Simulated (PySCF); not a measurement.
**Two-component Hartree-Fock for Se³⁺ (selenium, charge +3)**

Start: [Ar] 3d10 4s2 4p1; 4p3/2 filled at m_j = +3/2. Calculated with PySCF 2.14 in x2c-TZVPall-2c with one added diffuse shell each of s, p, d type (7s8p5d1f, 63 functions): generalised Hartree-Fock with the X2C-1e Hamiltonian and a Gaussian nucleus; one run each with spin-orbit coupling (SO) switched off, then screened by Boettger's factors. This is a chosen level, not necessarily the ground level.

```csv
spinor shell,electrons,"ε, spin-free (eV)","ε, screened SO (eV)",weight of nominal j (screened SO),"rms radius, screened SO (bohr)"
1s1/2,2,-12774.9,-12774.6,1.000,0.0508
2s1/2,2,-1733.3,-1733.2,1.000,0.212
2p1/2,2,-1523.8,-1552.5,1.000,0.187
2p3/2,4,-1523.8,-1510.2,1.000,0.190
3s1/2,2,-287.22,-287.26,1.000,0.612
3p1/2,2,-219.21,-223.42,0.999,0.629
3p3/2,4,-219.21,-217.27,1.000,0.639
3d3/2,4,-106.98,-107.58,0.978,0.688
3d5/2,6,-106.98,-106.66,0.986,0.692
4s1/2,2,-53.932,-53.955,1.000,1.78
4p3/2,1,-42.096,-41.913,1.000,2.03
```

```json
{"quantity": "E (hartree)", "spin-free": "-2425.78494", "screened SO": "-2425.89321"}
{"quantity": "M_J", "spin-free": "3/2", "screened SO": "3/2"}
{"quantity": "⟨J²⟩", "spin-free": "3.758", "screened SO": "3.758"}
{"quantity": "⟨L²⟩", "spin-free": "2.006", "screened SO": "2.008"}
{"quantity": "⟨S²⟩", "spin-free": "0.752", "screened SO": "0.754"}
```

Each row is a mean over spinors that exchange with the open shell spreads, by up to 3.105 eV (4s1/2).

Without spin-orbit coupling the j labels of p, d and f shells carry no meaning; the spin-free column gives the mean over the occupied spinors of each nl shell.
